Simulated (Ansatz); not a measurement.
Molecule: C6H7, net charge -1, singlet state. It need not be the lowest isomer of its formula. Whether it binds its extra electron was not tested at this geometry. 
Structure (B3LYP-D3(BJ)/def2-TZVP (Ansatz, an electronic-structure program) minimum search):
```xyz
13

C     -2.1529     0.0705    -0.1820
C     -0.6616     0.1444    -0.0267
C      0.0638     1.2518     0.3043
C      1.4652     0.7314     0.3096
C      1.5749    -0.5805     0.0071
C      0.1868    -1.1016    -0.2453
H     -2.6224    -0.6464     0.5115
H     -2.4651    -0.2402    -1.1926
H     -2.5798     1.0569     0.0137
H      2.3290     1.3565     0.5384
H      2.4769    -1.1834    -0.0534
H     -0.0765    -1.9224     0.4416
H      0.0807    -1.5166    -1.2610
```
Charge -1, spin multiplicity 1.

Basis-set convergence of Hartree-Fock and MP2 correlation energies (hartree) with Ansatz. Valence correlation only, unless marked. Spin-orbit coupling is left out. No relativistic terms. This anion needs diffuse functions, which these sets lack.

The Hartree-Fock reference is unstable (checked in the largest basis), which strains HF and MP2. 

```json
[
 {"basis": "cc-pVDZ", "functions": "119", "E(HF)": "-231.17315", "E(corr, MP2)": "-0.81444"},
 {"basis": "cc-pVTZ", "functions": "278", "E(HF)": "-231.23668", "E(corr, MP2)": "-0.99266"},
 {"basis": "cc-pVQZ", "functions": "540", "E(HF)": "…", "E(corr, MP2)": "…"}
]
```

Task: Fill in the missing entries.

Result: 
- cc-pVQZ, E(HF): -231.25433
- cc-pVQZ, E(corr, MP2): -1.05539
